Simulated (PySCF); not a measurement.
Delta-SCF ions had no search for a lower state. Excitations are Tamm–Dancoff values on a coarser integration grid. The basis has no diffuse functions, so Rydberg states are missing or too high.

**C$_{9}$H$_{7}$NSSi, SMILES `N#Cc1cc2ccc([SiH3])cc2s1` (charge 0, multiplicity 1)**

Computed with PBE-D3(BJ)/def2-TZVP // PBE-D3(BJ)/def2-SVP run with PySCF.

```json
{
  "HOMO": "-6.14 eV",
  "dipole_moment": "4.29 D",
  "HOMO–LUMO gap": "3.09 eV",
  "LUMO": "-3.05 eV",
  "S1 excitation (TDA)": "3.77 eV",
  "S1 oscillator strength": "0.058",
  "brightest of the four lowest singlets (TDA)": "4.24 eV",
  "T1 excitation (TDA)": "2.74 eV",
  "S1–T1 gap (TDA)": "1.04 eV",
  "vertical ionisation energy (Delta-SCF)": "8.36 eV",
  "total_energy": "-1088.9616 Ha",
  "cost": "around 14 core-minutes (rough)"
}
```

```xyz
19

N      5.5294     0.6612     1.0606
C      4.3976     0.5191     0.7749
C      3.0314     0.3509     0.4357
C      2.5116    -0.3503    -0.6406
C      1.0810    -0.3159    -0.6827
C      0.1923    -0.9052    -1.6164
C     -1.1808    -0.7384    -1.4576
C     -1.7264     0.0132    -0.3755
Si    -3.5971     0.2128    -0.1969
C     -0.8568     0.6033     0.5582
C      0.5311     0.4375     0.4017
S      1.7802     1.0825     1.4415
H      3.1446    -0.8699    -1.3717
H      0.5939    -1.4890    -2.4584
H     -1.8593    -1.2022    -2.1913
H     -3.8840     1.0553     1.0150
H     -4.2603    -1.1299    -0.0419
H     -4.1766     0.8762    -1.4176
H     -1.2517     1.1890     1.4025
```
Charge 0, spin multiplicity 1.
